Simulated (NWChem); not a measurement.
System: SiHOBrCl₂; SMILES O[Si](Cl)(Cl)Br

NWChem input:

```
start job
memory heap 200 mb stack 900 mb global 1100 mb
geometry units angstroms noautosym nocenter noautoz
  O      0.155203    -0.724430    -1.914317
  Si     0.021931    -0.474080    -0.302955
  Cl    -1.709757    -1.283359     0.430190
  Cl     1.621754    -1.387705     0.556309
  Br     0.029885     1.676992     0.178267
  H     -0.524296    -0.354938    -2.488231
end
basis spherical
  * library def2-svp
end
dft
  xc xpbe96 cpbe96
  iterations 150
end
cosmo
  do_cosmo_smd true
  solvent cychexan
end
task dft energy
```

All runs use the structure optimised with PBE0/def2-SVP. Solvent: cyclohexane.

Level: PBE/def2-SVP with SMD (1 M gas to 1 M solution), gas-phase geometry. Reactions with the solvent are ignored.

Problem. Give the results of this calculation. (PBE/def2-SVP, SMD on the gas-phase geometry.) Quantities: solvation free energy (kcal/mol); cavity-dispersion-structure term (kcal/mol); dipole in solution (D).

Solution. 
```json
{
  "solvation free energy (kcal/mol)": "-5.1",
  "cavity-dispersion-structure term (kcal/mol)": "-3.8",
  "dipole in solution (D)": "1.93"
}
```
